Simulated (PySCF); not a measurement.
## Electron affinity of Cu by level of theory

Cu⁻ [Ar] 3d10 4s2 (1S) → Cu [Ar] 3d10 4s1 (2S), as a difference of total energies. All numbers are calculated (PySCF 2.14, no relativity, point nucleus, in dyall-av2z). Correlated levels: valence: [Ar] frozen; virtual orbitals above 40 to 60 times the deepest correlated orbital energy dropped. The calculations carry no spin-orbit coupling.

| method | electron affinity (eV) | difference from reference (eV) |
| --- | --- | --- |
| UHF | 0.003 | -1.233 |
| MP2 (valence) | 0.792 | -0.444 |
| SCS-MP2 (valence) | 0.840 | -0.396 |
| CCSD (valence) | 0.965 | -0.271 |
| CCSD(T) (valence) | 1.117 | -0.119 |

Reference: 1.236 eV (measured; photodetachment measurements, as compiled on the Wikipedia data page of electron affinities).

These non-relativistic numbers lack the scalar-relativistic shift.

Errors of the correlated levels include the incompleteness of this basis and the frozen core.

The coupled-cluster amplitudes are large for Cu⁻ (T1 above 0.03 or a double amplitude above 0.15), so a single reference is strained.
